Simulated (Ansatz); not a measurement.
A reaction path, image by image

SiH₂F₄, singlet, from a complex of SiHF₃ ([F][SiH]([F])[F]) + HF to a complex of SiF₄ ([F][Si]([F])([F])[F]) + H₂; PBE0-D4/def2-SVP (Ansatz 0.2.0). Settings:

```yaml
hamiltonian: {xc: pbe0, dispersion: d4}
neb:
  images: 5
  climbing: true
  max_iterations: 40
  initial_path: idpp
```

First end:

```xyz
7
angstrom
Si -0.4382 -0.4849 -0.6390
H 0.9485 -0.7006 -1.0366
F -1.3300 -1.7327 -0.9787
F -0.5366 -0.2555 0.9290
F -1.0543 0.7777 -1.3388
H 0.8288 0.9653 1.6648
F 1.5818 1.4307 1.3994
```

Second end:

| atom | x (Å) | y (Å) | z (Å) |
| --- | --- | --- | --- |
| Si1 | -0.7973 | 0.7074 | 0.2328 |
| H2 | 1.7370 | -2.0082 | -0.7087 |
| F3 | -1.0012 | -0.7074 | -0.3964 |
| F4 | -1.5640 | 0.7869 | 1.5912 |
| F5 | -1.3518 | 1.7941 | -0.7424 |
| H6 | 2.2530 | -1.5319 | -0.4562 |
| F7 | 0.7241 | 0.9590 | 0.4797 |

The ends were relaxed with PBE0-D4 in triple zeta, so they are not quite minima here (largest force components 1.12 and 1.11 eV/Å).

Energies along the converged band: It took 20 iterations. Path lengths are measured after rigid turns and shifts between images are taken out.
```json
{"image": "0", "path length (Å)": "0.00", "energy (kcal/mol)": "0.00"}
{"image": "1", "path length (Å)": "1.13", "energy (kcal/mol)": "-0.66"}
{"image": "2", "path length (Å)": "2.26", "energy (kcal/mol)": "2.69"}
{"image": "3 (climbing)", "path length (Å)": "3.39", "energy (kcal/mol)": "27.65"}
{"image": "4", "path length (Å)": "4.83", "energy (kcal/mol)": "-16.24"}
{"image": "5", "path length (Å)": "6.25", "energy (kcal/mol)": "-22.57"}
{"image": "6", "path length (Å)": "7.67", "energy (kcal/mol)": "-21.08"}
```
Energies count from the first end.

The images between the ends:
Image 1:
```xyz
7
angstrom
Si -0.4609 -0.3936 -0.4472
H 0.9117 -0.8327 -0.6932
F -1.4619 -1.4552 -1.1129
F -0.8035 -0.3854 1.1246
F -0.8295 1.0259 -1.0790
H 1.3537 0.8058 1.5113
F 1.2904 1.2352 0.6964
```

Image 2:
```xyz
7
angstrom
Si -0.5366 -0.2986 -0.2987
H 0.8049 -0.9011 -0.2625
F -1.4454 -1.3487 -1.0972
F -1.2181 -0.1252 1.1353
F -0.5990 1.0688 -1.1221
H 1.8151 0.4860 0.7108
F 1.1790 1.1187 0.9344
```

Image 3:
```xyz
7
angstrom
Si -0.3803 0.0288 -0.0995
H 0.9527 -0.9593 -0.1164
F -1.1256 -1.2086 -0.8164
F -1.2425 0.1657 1.2379
F -0.5380 1.1632 -1.2118
H 1.3222 -0.1431 0.3246
F 1.0114 0.9532 0.6817
```

Image 4:
```xyz
7
angstrom
Si -0.6212 0.4098 0.0321
H 1.4187 -1.3596 -0.2534
F -0.8157 -1.0875 -0.4701
F -1.7070 0.6272 1.1655
F -0.8095 1.3314 -1.2447
H 1.7787 -0.7783 0.0737
F 0.7560 0.8569 0.6969
```

Image 5:
```xyz
7
angstrom
Si -0.8240 0.5597 0.1922
H 1.8419 -1.6680 -0.6379
F -1.0070 -1.0024 -0.0150
F -2.1048 1.1474 0.9212
F -0.6527 1.2657 -1.2178
H 2.2863 -1.1356 -0.3249
F 0.4602 0.8333 1.0823
```

The band counts as converged below 0.05 eV/Å. The run took about 43 s on 4 CPU threads of an AMD EPYC 9B45 (shared host).
